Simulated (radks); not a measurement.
Values are calculated unless marked as measured or tabulated.
Species: Al+. Configuration: [Ne] 3s2 (the NIST ground configuration).

Code: a radial shooting solver on a logarithmic mesh with Libxc functionals. Model: non-relativistic Kohn-Sham, PBEsol, spin-polarised, spherical densities, point nucleus; hard spherical wall at 4 bohr.

Energy parts (eV):
part                      energy
total                  -6568.430
kinetic                 6580.159
electron-nucleus      -15662.922
Hartree                 2998.619
exchange-correlation    -484.287

Orbitals (lengths in bohr, moments of r in powers of bohr):
\begin{tabular}{lrrr}
orbital & occ. & eigenvalue (eV) & <r^4> \\ \hline
1s & 2 & -1509.550 & 0.0009961 \\
2s & 2 & -112.7316 & 0.4262 \\
2p & 6 & -74.9209 & 0.5025 \\
3s & 2 & -11.4351 & 28.35 \\
3p & 0 & -4.0733 & 33.79 \\
3d & 0 & 5.9614 & 38.22 \\
4s & 0 & 24.7412 & 57.17 \\
\end{tabular}

The highest occupied level is 3s at -11.435 eV. The pressure on the wall is 31.9 GPa. The electron density at the nucleus is 1404 e/bohr^3. The density falls to 0.001 e/bohr^3 at r = 3.42 bohr.
